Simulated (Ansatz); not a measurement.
The cluster Li6Te2⁺. The state is a doublet with charge 1. Geometry PBE0-D4/def2-SVP, that of the neutral singlet.

```csv
atom,x (Å),y (Å),z (Å)
Li1,-0.545,0.634,2.266
Li2,-1.681,-0.751,-0.525
Li3,0.817,0.751,-0.189
Li4,1.357,-1.997,-0.025
Li5,2.330,-0.605,2.620
Li6,-0.945,1.250,-2.222
Te7,-1.682,1.778,0.268
Te8,0.350,-1.060,-2.193
```

In the def2 sets Te takes a core potential; there is no spin–orbit coupling. The structure comes from a short search, and lower isomers may exist.

Question: Estimate the α-spin orbital energies around the gap (eV) in Ansatz with PBE-D4/def2-TZVP, r2SCAN-D4/def2-TZVP, PBE0-D4/def2-TZVP.

Answer: 
| orbital | PBE-D4/def2-TZVP | r2SCAN-D4/def2-TZVP | PBE0-D4/def2-TZVP |
| --- | --- | --- | --- |
| HOMO−5 | -9.16 | -9.28 | -10.11 |
| HOMO−4 | -8.71 | -8.83 | -9.58 |
| HOMO−3 | -8.43 | -8.60 | -9.28 |
| HOMO−2 | -8.28 | -8.41 | -9.08 |
| HOMO−1 | -8.10 | -8.22 | -8.93 |
| HOMO | -7.81 | -7.90 | -8.63 |
| LUMO | -6.39 | -6.26 | -5.92 |
| LUMO+1 | -5.98 | -5.84 | -5.52 |
| LUMO+2 | -5.65 | -5.20 | -5.17 |
| LUMO+3 | -4.49 | -4.01 | -3.92 |
| LUMO+4 | -4.34 | -3.72 | -3.75 |
| LUMO+5 | -3.83 | -3.30 | -3.25 |
| β HOMO | -7.77 | -7.85 | -8.57 |
| β LUMO | -7.55 | -7.14 | -7.06 |
